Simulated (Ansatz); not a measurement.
Isolated molecules relaxed with PBE0-D4/def2-TZVP in Ansatz; ΔE leaves out vibrations. CCSD(T)/CBS adds triple-zeta CCSD(T) − MP2 to the extrapolated MP2 energy (def2 sets, frozen cores). This one scheme is used for every species. DFT in def2-TZVPP. One conformer a species, not always the lowest.

`C[Si](N)(F)Cl` + CH₃OH → `CO[Si](N)(F)Cl` + CH₄  (ligand exchange at the Si–C bond)

`C[Si](N)(F)Cl`:

```xyz
10

C     1.245    0.045    0.678
Si   -0.420   -0.434    0.050
N    -1.042    0.703   -1.038
F    -1.357   -0.672    1.322
Cl   -0.390   -2.232   -0.932
H     1.964    0.104   -0.141
H     1.602   -0.684    1.407
H     1.201    1.020    1.171
H    -1.775    0.461   -1.685
H    -1.028    1.688   -0.833
```

CH₃OH:

Cartesian coordinates in Å:
```
C -0.280 -0.213 0.058
O 0.818 0.605 0.391
H -0.710 -0.568 0.994
H 0.016 -1.088 -0.535
H -1.058 0.334 -0.489
H 1.215 0.929 -0.420
```

`CO[Si](N)(F)Cl`:

Z-matrix (Å, degrees):
```
C
O 1 1.414
H 1 1.094 2 110.8
H 1 1.093 2 111.4 3 121.5
H 1 1.090 2 107.9 3 -118.9
Si 2 1.614 1 125.3 3 -69.4
F 6 1.593 2 107.3 1 -44.4
N 6 1.675 2 108.2 1 -168.9
Cl 6 2.041 2 113.2 1 70.1
H 8 1.005 6 122.5 2 38.1
H 8 1.004 6 122.8 2 -153.3
```

CH₄:

Cartesian coordinates in Å:
```
C 0.000 0.000 0.000
H -0.199 -0.049 -1.070
H -0.923 0.232 0.531
H 0.737 0.778 0.197
H 0.385 -0.960 0.343
```

```csv
species,B2PLYP energy (Eh)
`C[Si](N)(F)Cl`,-945.31363
CH₃OH,-115.68264
`CO[Si](N)(F)Cl`,-1020.55299
CH₄,-40.48716
```

Task: Work out ΔE.

Result: ΔE = (-1020.55299) + (-40.48716) − (-945.31363) − (-115.68264) = -0.04388 Eh = -115.2 kJ/mol. CCSD(T)/CBS gives -112.2 kJ/mol.

Largest T1 diagnostic among the species: 0.010.

From PBE to PBE0 (25 % exact exchange), in def2-TZVPP and without D4, ΔE moves by −4.0 kJ/mol. In def2-TZVPP, CCSD(T) changes the Hartree–Fock value by +12.7 kJ/mol (the triples alone add +1.2 kJ/mol) and MP2 by +11.4 kJ/mol.
